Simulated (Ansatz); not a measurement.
Species: CH2F3Ge, net charge 0, doublet state. It need not be the lowest isomer of its formula. SMILES: [CH2][Ge]([F])([F])[F]
Coordinates optimised at B3LYP-D3(BJ)/def2-TZVP (Ansatz, a program for electronic structure):
```xyz
7

C      1.9110     0.1322     0.1955
Ge     0.0285     0.0018     0.0024
F     -0.7185     1.5336    -0.2406
F     -0.4801    -0.9598    -1.3336
F     -0.7233    -0.7054     1.3800
H      2.4699     0.8894    -0.3360
H      2.4484    -0.5553     0.8333
```
Charge 0, spin multiplicity 2.

Parts of the frozen-core correlation energy in cc-pVDZ (Ansatz, hartree). Frozen orbitals: 18; correlated occupied orbitals by spin: 16 and 15; virtual: 59 and 60. Open shells are spin-unrestricted. No spin-orbit coupling. Non-relativistic.

```tsv
term	value
reference (HF)	-2412.77295
MP2 opposite-spin	-0.56118
MP2 same-spin	(withheld)
CCSD correlation	(withheld)
(T)	(withheld)
T1 diagnostic	0.013
largest doubles amplitude	0.022
<S^2> of the reference	0.761
```

Question: Complete the blanks.

Answer: 
- MP2 same-spin, value: -0.20487
- CCSD correlation, value: -0.78822
- (T), value: -0.01434
